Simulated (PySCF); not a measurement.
Si(CCH)(F)(H)2 (C₂H₃FSi), SMILES C#C[SiH2]F. Geometry optimised at PBE0-D3(BJ)/def2-SVP.

Level of theory: PBE0-D3(BJ)/def2-SVP (PySCF).

Harmonic wavenumbers (cm⁻¹): 151, 225, 363, 647, 663, 739, 746, 767, 876, 937, 965, 2172, 2281, 2283, 3472. Rotational constants (GHz): 18.21, 3.324, 2.909; symmetry number 1.

**Question.** Work out the zero-point energy and the ideal-gas rigid-rotor harmonic-oscillator thermochemistry at 298.15 K and 1 atm.

**Answer.** ZPE = ½ Σ hcν = ½ × 17288 cm⁻¹ = 24.72 kcal/mol. H − E(el) = 28.47 kcal/mol. Entropy in cal/(mol K): translation 38.83, rotation 25.02, vibration 7.55, total 71.39. G − E(el) = 7.18 kcal/mol. Cp = 18.66 cal/(mol K).
